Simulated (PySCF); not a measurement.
# Reading the logs of faulty runs: BCFH5O anion

These are calculations, not measurements. The program is PySCF 2.14.0, an open-source quantum chemistry code, run on an isolated molecule that a program drew, which may never have been made. The molecule is BCFH5O anion (charge -1, singlet), drawn as the SMILES string `C[BH-](O)F`.

Each row is a Hartree-Fock (HF) and frozen-core CCSD(T) single point in the aug-cc-pVDZ basis, meant for a local HF minimum. Run 1 is clean. Each other run has one planted mistake out of seven kinds, and not every kind appears here: one electron removed, one electron added, multiplicity raised by two, geometry at a saddle point, minimal basis STO-3G, one bond length entered in bohr, all coordinates scaled. The reference is restricted for singlets and unrestricted otherwise, and also for a bond in bohr. Adding or removing an electron swaps singlet and doublet. Electrons count all cores. HOMO and LUMO are orbital energies over both spins, the gradient is its largest component, and the lowest frequency (negative if imaginary) is given only where the gradient is small. Bond lengths are over the 8 bonds as drawn. T1 is the CCSD diagnostic: over 0.02 (restricted) or 0.045 (unrestricted) a single reference is doubtful.

Geometry of the clean run:
```xyz
9
BCFH5O anion, angstrom
C     0.4135    0.0936    2.0283
B     1.2338    0.9524    0.9098
O     2.6737    0.6467    1.0061
F     0.7641    0.5765   -0.4376
H     0.5887   -0.9844    1.9061
H     0.7188    0.3629    3.0483
H    -0.6687    0.2636    1.9535
H     1.0243    2.1912    1.0190
H     3.1352    1.1631    0.3700
```

| run | electrons | basis functions | <S^2> | HOMO (eV) | LUMO (eV) | gradient (hartree/bohr) | lowest frequency (cm^-1) | mean bond (Å) | longest bond (Å) | T1 | HF (hartree) | CCSD(T) (hartree) | mistake |
|---|---|---|---|---|---|---|---|---|---|---|---|---|---|
| 1 | 34 | 137 | 0.000 | -5.04 | 4.01 | 1.7e-05 | 204 | 1.2598 | 1.631 | 0.0141 | -239.89897 | -240.63329 | no fault |
| 2 | 33 | 137 | 0.777 | -12.33 | -2.49 | 9.2e-02 | - | 1.2598 | 1.631 | 0.0329 | -239.76184 | -240.48172 | one electron removed |
| 3 | 34 | 25 | 0.000 | -0.94 | 23.57 | 6.1e-02 | - | 1.2598 | 1.631 | 0.0068 | -236.51618 | -236.69298 | minimal basis STO-3G |
| 4 | 34 | 137 | 2.020 | 0.75 | 1.15 | 1.3e-01 | - | 1.2598 | 1.631 | 0.0399 | -239.73154 | -240.45889 | ? |
| 5 | 34 | 137 | 0.000 | -5.26 | 3.99 | 2.9e-02 | - | 1.3153 | 1.703 | 0.0146 | -239.88544 | -240.62843 | ? |

**Which mistake was planted in run 4, and what did it cost?**

Electrons, basis and geometry are unchanged, and <S^2> is 2.020, beside S(S+1) = 2.00 for a multiplicity of 3. So the mistake is: multiplicity raised by two. Subtracting run 1 and multiplying by 627.51 kcal/mol a hartree, the energy moved by 105.1 kcal/mol in HF and 109.4 kcal/mol in CCSD(T).

**Which mistake was planted in run 5, and what did it cost?**

The mean and the longest bond both change by the same factor, 1.044, and the gradient is no longer small. So the mistake is: all coordinates scaled. Subtracting run 1 and multiplying by 627.51 kcal/mol a hartree, the energy moved by 8.5 kcal/mol in HF and 3.0 kcal/mol in CCSD(T).

Cautions from the logs. Run 4: the HOMO is above zero, so the electron isn't bound and the energy depends on the basis.
